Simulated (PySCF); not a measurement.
A calculated (UHF, PySCF 2.14, def2-SVP, the non-relativistic Hamiltonian (point nucleus)) atom or ion has these occupied shells.

```
shell  electrons  orbital energy (eV)  rms radius, mean of both spins (bohr)
 1s α          1              -582.67                                  0.231
 1s β          1              -578.85                                  0.231
 2s α          1              -55.749                                   1.22
 2s β          1              -41.209                                   1.22
 2p α          3              -36.362                                   1.22
```

Name the element and its charge.

O⁺ (oxygen, charge +1), in [He] 2s2 2p3, high-spin 4S determinant.
